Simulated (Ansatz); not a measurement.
A nudged elastic band was laid between two geometries of CH8GeNOSb (13 atoms, charge 0, multiplicity 1).

Method: RKS LDA/def2-SVP in Ansatz 0.2.0.

* movable images: 7
* climbing image: yes
* spring: 5.0 eV/Å²
* optimiser: quadratic models (default)
* start path: through a guess of the saddle point
* force threshold: 0.05 eV/Å
* iteration limit: 60
* end points: relaxed

Initial state:

```xyz
13
Properties=species:S:1:pos:R:3
N -1.406 0.643 0.699
C -0.363 0.073 -0.048
O -0.911 -0.395 -1.235
Ge 0.468 -1.391 0.976
Sb 1.324 1.578 -0.563
H -1.153 0.911 1.655
H -1.891 1.407 0.207
H -0.180 -0.518 -1.873
H 0.974 -0.876 2.349
H 1.677 -1.902 0.157
H -0.544 -2.539 1.182
H 1.858 0.613 -1.905
H 0.168 2.361 -1.586
```

Final state:

```xyz
13
Properties=species:S:1:pos:R:3
N -1.176 0.805 0.753
C -0.249 0.122 -0.062
O -0.859 -0.392 -1.215
Ge 0.540 -1.329 1.010
Sb 1.338 1.631 -0.493
H -1.908 0.171 1.112
H -1.643 1.569 0.238
H -0.167 -0.746 -1.809
H 1.445 -0.808 2.147
H 1.364 -2.251 0.078
H -0.638 -2.146 1.599
H 1.809 0.806 -1.948
H 0.164 2.534 -1.394
```

Q: What changes between the two ends?

A: No bond is made or broken. The height of N1 over the plane of its neighbours goes from 0.30 to -0.36 Å.

Q: What energy profile does the band end with?

A: The run converged. The highest image is number 3 of 0 to 8, 0.9 kcal/mol above the first end and 4.6 kcal/mol above the last; the last end lies 3.6 kcal/mol below the first. A vibrational analysis at the climbing image gives one clearly imaginary mode, 397i cm⁻¹: a first-order saddle point.

```tsv
image	path coordinate (Å)	energy (kcal/mol)	height of N1 over the plane of its neighbours (Å)
0	0.00	0.0	0.30
1	0.30	0.1	0.30
2	0.60	0.4	0.25
3	0.89	0.9	0.08
4	1.15	-0.3	-0.14
5	1.41	-2.3	-0.29
6	1.66	-3.3	-0.35
7	1.92	-3.6	-0.36
8	2.17	-3.6	-0.36
```

Q: What is the geometry of the highest image?

A: 
```xyz
13
Properties=species:S:1:pos:R:3
N -1.362 0.712 0.655
C -0.348 0.094 -0.064
O -0.859 -0.426 -1.261
Ge 0.488 -1.345 0.983
Sb 1.310 1.600 -0.547
H -1.517 0.520 1.644
H -1.822 1.540 0.264
H -0.105 -0.559 -1.871
H 1.229 -0.806 2.233
H 1.504 -2.046 0.056
H -0.594 -2.366 1.416
H 1.925 0.682 -1.892
H 0.170 2.365 -1.602
```

Q: What are the harmonic wavenumbers there?

A: 397i, 90, 97, 128, 161, 208, 228, 256, 332, 402, 417, 506, 516, 562, 617, 707, 771, 790, 832, 837, 986, 1128, 1161, 1310, 1514, 1837, 1875, 2062, 2084, 2110, 3483, 3625, 3675 cm⁻¹.

The band took 10 iterations and roughly 6 core-minutes.

Run time: 3.1 min on 2 threads of Arm Neoverse V1, on a shared host, peak memory 0.2 GiB.
